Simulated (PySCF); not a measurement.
C3H10Si2, SMILES [SiH3][C@H]1C[C@@H]1[SiH3]. Heavy atoms are numbered as in [SiH3:1][C@H:2]1[CH2:3][C@@H:4]1[SiH3:5]. Hydrogens are named by the atom that carries them.

Geometry: ωB97X-D3(BJ)/def2-SVP. The structure was generated by enumeration; whether it is a known compound was not checked.

Computed with HF/pcSseg-1 (PySCF).

GIAO shieldings, no solvent; atoms alike by connectivity are averaged. δ = σ(ref) − σ: ²⁹Si against TMS (σ = 393.8 ppm); ¹³C against TMS (σ = 192.6 ppm); ¹H against TMS (σ = 31.99 ppm), references at their B3LYP-D3(BJ)/def2-TZVP geometries, non-relativistic.

```tsv
atoms	nucleus	count	δ (ppm)
Si1 (SiH3)	²⁹Si	2	(withheld)
C3 (CH2)	¹³C	1	7.3
C2 (CH)	¹³C	2	-7.8
H on Si1	¹H	6	3.91
H on C3	¹H	2	(withheld)
H on C2	¹H	2	(withheld)
```

Q: Complete the blanks. (An estimate is asked for; the answer gives what the named calculation found.)

A: 
- H on C2, δ (ppm): -0.49
- H on C3, δ (ppm): 0.84
- Si1 (SiH3), δ (ppm): -46.9
